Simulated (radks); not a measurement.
Results of a calculation; reference values are marked as such.
Tl+, 80 electrons, occupied as [Xe] 4f13 5d10 6s2 6p1 (not the ground configuration). Level of theory: scalar-relativistic Kohn-Sham, PBE, spin-unpolarised, spherical densities, finite nucleus; Fermi nuclear charge, rms radius 5.4759 fm (a radial shooting solver on a logarithmic mesh with Libxc functionals). Some entries of the table are withheld. Estimate them.

| orbital | occ. | eigenvalue (eV) | <1/r> (bohr^-1) |
|---|---|---|---|
| 1s | 2 | (1) | (2) |
| 2s | 2 | -15267.31 | 23.33 |
| 2p | 6 | -13140.12 | 20.59 |
| 3s | 2 | -3668.073 | 8.649 |
| 3p | 6 | -3055.476 | 7.849 |
| 3d | 10 | -2419.340 | 7.373 |
| 4s | 2 | -839.5294 | (3) |
| 4p | 6 | -637.9651 | 3.361 |
| 4d | 10 | -401.5124 | 3.025 |
| 5s | 2 | -148.4594 | 1.574 |
| 4f | 13 | -140.1920 | 2.638 |
| 5p | 6 | -92.1900 | 1.350 |
| 5d | 10 | -28.9397 | 1.004 |
| 6s | 2 | -18.9441 | 0.5619 |
| 6p | 1 | -9.8198 | 0.4140 |

Answer. 
(1) 1s eigenvalue (eV): -85607.79
(2) 1s <1/r> (bohr^-1): 99.38
(3) 4s <1/r> (bohr^-1): 3.729
